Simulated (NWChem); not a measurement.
System: SnHClF$_{2}$; SMILES [Cl][SnH]([F])[F]

Program: NWChem. The geometry was optimised at PBE-D3(BJ)/def2-SVP. def2 effective core potentials on Sn; no spin-orbit coupling.

For level PBE0/STO-3G (all-electron, non-relativistic):

```yaml
highest occupied level (eV): -5.43
orbital gap (eV): 8.22
dipole (D): 2.80
```

### Question
What are these values for level PBE0/def2-SVP (core potentials)?

### Answer
The highest occupied level (eV) is -9.67, the orbital gap (eV) is 7.20 and the dipole (D) is 3.07.
